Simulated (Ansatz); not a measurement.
Basis sets compared for the cluster Mg₇O₇ (the lowest singlet isomer of a short search). Total charge 0; singlet. Geometry r2SCAN-D4/def2-SVP. Ansatz on 4 threads of Arm Neoverse V2 on a shared host; times are rough, and most runs start from earlier orbitals.

```xyz
14

Mg   -2.7896   -1.1078    2.4645
Mg   -1.7769   -3.5730    0.2724
Mg    2.5076   -0.5743   -2.9237
Mg    0.6511    3.8466    1.0451
Mg    0.6097   -3.3417   -2.1587
Mg   -1.7394    2.1612    2.8265
Mg    2.5375    2.5886   -1.5258
O    -2.6272    0.5969    3.0655
O    -0.6460    3.4972    2.2657
O    -0.6861   -4.0455   -1.0998
O     1.8231   -2.2550   -2.9583
O     2.9185    1.1584   -2.5754
O     1.8702    3.7448   -0.2958
O    -2.6525   -2.6964    1.5978
```

The structure comes from a short search, and lower isomers may exist.

Binding counts from free atoms (Mg singlet, O triplet) in the same basis, without a counterpoise term.

| level | functions | energy (Eh) | HOMO (eV) | LUMO (eV) | binding per atom (eV) | wall time |
| --- | --- | --- | --- | --- | --- | --- |
| PBE-D4/def2-SVP | 224 | -1925.4158 | -5.44 | -2.38 | 3.71 | 5.5 s |
| PBE0-D4/def2-SVP | 224 | -1925.5044 | -6.84 | -1.68 | 3.50 | 10 s |

Task: Estimate the rows for PBE-D4/def2-TZVP, PBE0-D4/def2-TZVP (with forces).

Result: 
```csv
level,functions,energy (Eh),HOMO (eV),LUMO (eV),binding per atom (eV),wall time
PBE-D4/def2-TZVP,441,-1926.5430,-5.46,-2.38,3.64,11 s
PBE0-D4/def2-TZVP (with forces),441,-1926.6287,-6.85,-1.68,3.45,47 s
```
